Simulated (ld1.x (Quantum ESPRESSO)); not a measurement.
# What one change does to a pseudopotential (bromine, PAW)

```
Element                 : bromine (Br)
Generator               : ld1.x (Quantum ESPRESSO) 7.5
Type                    : PAW
Functional              : PBE
Relativity              : scalar-relativistic
Frozen core             : [Ar]
Valence charge          : 17
Reference configuration : 3d10 4s2 4p5
Partial waves           : 4s (bound): rcut 1.35, rcutus 1.60 bohr; 4s channel at 1.85 Ry: rcut 1.35, rcutus 1.60 bohr; 4p (bound): rcut 1.05, rcutus 1.35 bohr; 4p channel at 1.9 Ry: rcut 1.05, rcutus 1.35 bohr; 3d (bound): rcut 0.90, rcutus 1.20 bohr; 3d channel at -1.2 Ry: rcut 0.90, rcutus 1.20 bohr
Local potential         : all-electron potential smoothed inside 1.20 bohr (lloc = -1)
Core correction         : Bessel-smoothed model core inside 0.85 bohr
Augmentation charge     : PSQ, inside the norm-conserving radii
```

Change: all radii but the core radius scaled by about 1.30 (s 2.08, p 1.76, d 1.56 bohr, rcut 1.76/1.36/1.16); local potential all-electron potential smoothed inside 1.56 bohr (lloc = -1).

Cutoffs: the cutoffs (Ry, on a coarse ladder) from which the occupation-weighted sum of valence levels, in a spherical-Bessel basis at the reference potential, stays within 10 and 1 mRy of its value at 400 Ry; they do not see the model core or the augmentation charge, which bear on the density cutoff. Errors are all-electron minus pseudo energies relative to the spin-unpolarised reference configuration.

**Question.** Predict the effect on cutoff, ghosts and configuration errors.

**Answer.** The potential gets softer (90 Ry and 160 Ry → 45 Ry and 80 Ry); the number of tests that count goes from 6 to 7; the errors of the 6 common tests hardly move; neither file shows a bound ghost at the reference potential, the only one tested. A larger radius leaves more room for a smooth pseudo-wave, so fewer plane waves are needed.

```csv
quantity,base,changed
"cutoff, loose",90 Ry,45 Ry
"cutoff, tight",160 Ry,80 Ry
loose cutoff by channel (10 mRy a level),"s 6 Ry, p 10 Ry, d 60 Ry","s 8 Ry, p 12 Ry, d 40 Ry"
bound ghosts,none,none
"tests counted (converged, no solver errors)",6 of 7,7 of 7
"error for 3d10 4s2 4p4, meV [ΔE 12.55 eV]",-2.1,-2.1
"error for 3d10 4s2 4p3, meV [ΔE 35.31 eV]",-5.8,-6.1
"error for 3d10 4s2 4p2, meV [ΔE 69.30 eV]",-13,-14
"error for 3d10 4s1 4p6, meV [ΔE 12.37 eV]",-0.8,-0.8
"error for 3d10 4s2 4p4.5, meV [ΔE 5.07 eV]",-0.9,-0.9
"error for 3d10 4s1 4p5, meV [ΔE 25.56 eV]",-2.6,-2.8
lowest overlap eigenvalue by channel,"s 0.36, p 0.63, d 0.10","s 0.36, p 0.61, d 0.91"
```

Base: Tests not counted: 3d9 4s2 4p5 (solver errors, printed error -3190 eV).
